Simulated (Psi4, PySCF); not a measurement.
C$_{2}$H$_{5}$O (SMILES CC[O-]), charge -1, singlet, at a GFN2-xTB geometry (in this run its highest filled SCF level lies above zero, so its values depend strongly on the basis, on diffuse functions most of all). Base run: B3LYP/6-31G*, TDA (PySCF).

Here is a job for PySCF.
```python
from pyscf import gto, scf, dft, tdscf

mol = gto.M(
    atom='''
C     1.140799   -0.410478   -0.009101
C    -0.151040    0.496083   -0.000111
O    -1.285991   -0.127858    0.012020
H     0.019122    1.207797    0.901829
H     0.002732    1.202400   -0.909209
H     2.050888    0.196714   -0.019148
H     1.146313   -1.046208    0.876113
H     1.130325   -1.051473   -0.890466
''',
    basis='6-31g*',
    charge=-1,
    spin=0,
    verbose=4,
)

mf = dft.RKS(mol)
mf.xc = 'b3lyp'
mf.kernel()
td = mf.TDA()
td.nstates = 5
td.kernel()
td.analyze()
```

Programs used: Psi4, PySCF; a row that names a program was run with it.

The base run was repeated with changes; each row names its change, and settings that it needs were set with it.

| change | first excitation (eV) | oscillator strength of the first | second (eV) |
|---|---|---|---|
| base | 5.18 | 0.007 | 5.45 |
| functional = bhandhlyp | 6.38 | 0.023 | 6.55 |
| nstates = 2 | 5.18 | 0.007 | 5.45 |
| guess vectors = 13 for 5 states | 5.18 | 0.007 | 5.45 |
| code = psi4 | 5.18 | 0.007 | 5.45 |
| functional = pbe | 4.47 | 0.003 | 4.85 |
| functional = m062x | 6.17 | 0.024 | 6.33 |
| functional = hf | 8.15 | 0.085 | 8.35 |
| functional = lc_wpbe | 6.52 | 0.043 | 6.69 |
| response = full linear response | 5.17 | 0.006 | 5.41 |

An iterative solver can miss low states, so a row lists the states that it found.
